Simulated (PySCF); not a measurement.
Species: C₃H₁₀GeOSi.
SMILES with atom numbers: `[SiH3:1][O:2][GeH2:3][CH:4]1[CH2:5][CH2:6]1` (hydrogens: H7, H8, H9 on Si1; H10, H11 on Ge3; H12 on C4; H13, H14 on C5; H15, H16 on C6)

Level: CAM-B3LYP/def2-SVPD in PySCF, non-relativistic, on one gas-phase PBE0-D3(BJ)/def2-SVP geometry that isn't relaxed in the solvent. The solvent is an IEF-PCM continuum (Bondi radii, 1.10 Å for H, scaled by 1.2), and excitations are vertical TDDFT with non-equilibrium linear response and a frozen core. The model holds no explicit solvent molecules, cavitation or dispersion. Spin–orbit coupling is left out although an atom past zinc is present.

Gas-phase singlets (H = HOMO, L = LUMO):

```csv
state,E (eV),λ (nm),f,leading configurations
S1,6.901,180,0.002,"H→L 83%, H-2→L 8%"
S2,7.277,170,0.003,"H-1→L 64%, H-3→L 25%"
S3,7.679,161,0.008,"H-3→L 36%, H-2→L 19%"
S4,7.732,160,0.002,"H-2→L 34%, H-3→L 21%"
S5,7.904,157,0.038,"H→L+1 67%, H-2→L 10%"
```

Q: Give the list for tetrahydrofuran (ε = 7.426), n² = 1.97.

A: 
| state | E (eV) | λ (nm) | f | leading configurations | change by rank (eV) |
| --- | --- | --- | --- | --- | --- |
| S1 | 6.911 | 179 | 0.003 | H→L 79%, H-2→L 12% | +0.010 |
| S2 | 7.289 | 170 | 0.004 | H-1→L 58%, H-3→L 32% | +0.012 |
| S3 | 7.669 | 162 | 0.010 | H-3→L 41%, H-1→L 15% | -0.010 |
| S4 | 7.729 | 160 | 0.004 | H-2→L 42%, H-3→L 13% | -0.003 |
| S5 | 7.920 | 157 | 0.074 | H→L+1 72% | +0.016 |

Q: How does the list change in dichloromethane (ε = 8.93)?

A: 
| state | E (eV) | λ (nm) | f | leading configurations | change by rank (eV) |
| --- | --- | --- | --- | --- | --- |
| S1 | 6.912 | 179 | 0.003 | H→L 79%, H-2→L 12% | +0.011 |
| S2 | 7.290 | 170 | 0.004 | H-1→L 58%, H-3→L 32% | +0.013 |
| S3 | 7.669 | 162 | 0.010 | H-3→L 41%, H-1→L 15% | -0.010 |
| S4 | 7.729 | 160 | 0.004 | H-2→L 42%, H-3→L 13% | -0.003 |
| S5 | 7.921 | 157 | 0.076 | H→L+1 72%, H→L+2 8% | +0.017 |

Q: How do the frontier levels move from gas to dichloromethane?

A: 
| orbital | gas (eV) | solvent (eV) | change (eV) |
| --- | --- | --- | --- |
| LUMO+2 | 1.52 | 1.61 | +0.09 |
| LUMO+1 | 1.20 | 1.31 | +0.11 |
| LUMO | 0.78 | 0.85 | +0.07 |
| HOMO | -9.39 | -9.29 | +0.10 |
| HOMO-1 | -9.76 | -9.63 | +0.13 |
| HOMO-2 | -10.09 | -10.02 | +0.07 |
| HOMO-3 | -10.14 | -10.12 | +0.02 |

The HOMO–LUMO gap goes from 10.17 to 10.14 eV.

The values belong to the conformer `[SiH3:1][O:2][GeH2:3][CH:4]1[CH2:5][CH2:6]1`: Si1–O2–Ge3–C4 107°, O2–Ge3–C4–C5 31°.
